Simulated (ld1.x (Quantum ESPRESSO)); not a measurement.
**What one change does to a pseudopotential (Cu, TM)**

* Element: copper (Cu)
* Generator: ld1.x (Quantum ESPRESSO) 7.5
* Type: norm-conserving Troullier–Martins (Kleinman–Bylander form)
* Functional: PBEsol
* Relativity: scalar-relativistic
* Frozen core: [Ar]
* Valence charge: 11
* Reference configuration: 3d9 4s2 4p0
* Partial waves: 4p (bound, empty): rc 3.45 bohr; 3d (bound): rc 1.45 bohr; 4f channel at 0.05 Ry: rc 3.00 bohr; 4s (bound): rc 2.00 bohr
* Local potential: the s channel
* Core correction: Bessel-smoothed model core inside 0.85 bohr

Change: wave 3d (bound): rc 1.45 bohr becomes 3d (bound): rc 1.56 bohr.

Cutoffs: the cutoffs (Ry, on a coarse ladder) from which the occupation-weighted sum of valence levels, in a spherical-Bessel basis at the reference potential, stays within 10 and 1 mRy of its value at 400 Ry; they do not see the model core or the augmentation charge, which bear on the density cutoff. Errors are all-electron minus pseudo energies relative to the spin-unpolarised reference configuration.

Question: Predict the effect on cutoff, ghosts and configuration errors.

Answer: The potential gets softer (140 Ry and 230 Ry → 120 Ry and 200 Ry); of the 7 tests that both files solve, the error grows in 1 and shrinks in 0 by more than 15 % and 0.3 meV (median size 299.7 → 282.8 meV); neither file shows a bound ghost. A larger radius leaves more room for a smooth pseudo-wave, so fewer plane waves are needed.

| quantity | base | changed |
| --- | --- | --- |
| cutoff, loose | 140 Ry | 120 Ry |
| cutoff, tight | 230 Ry | 200 Ry |
| loose cutoff by channel (10 mRy a level) | d 110 Ry, s 8 Ry | d 100 Ry, s 8 Ry |
| bound ghosts | none | none |
| error for 3d10 4s1 4p0, meV [ΔE -1.99 eV] | -243 | -231 |
| error for 3d10 4s0 4p0, meV [ΔE 6.12 eV] | -369 | -345 |
| error for 3d9 4s0 4p0, meV [ΔE 27.43 eV] | -44 | -40 |
| error for 3d10 4s0 4p1, meV [ΔE 2.18 eV] | -303 | -285 |
| error for 3d10 4s0.5 4p0, meV [ΔE 1.17 eV] | -300 | -283 |
| error for 3d9 4s1 4p1, meV [ΔE 4.88 eV] | +1.2 | +1.5 |
| error for 3d7 4s0 4p0, meV [ΔE 126.10 eV] | -1878 | -1758 |
| s: phases at 3.77 bohr within 0.05 rad from the reference energy up to (Ry; the scan ends near 5) | 1.0 | 1.0 |
| p: phases at 3.77 bohr within 0.05 rad from the reference energy up to (Ry; the scan ends near 5) | 1.6 | 1.6 |
| d: phases at 3.77 bohr within 0.05 rad from the reference energy up to (Ry; the scan ends near 5) | 0.4 | 0.4 |
| f: phases at 3.77 bohr within 0.05 rad from the reference energy up to (Ry; the scan ends near 5) | 3.6 | 3.6 |
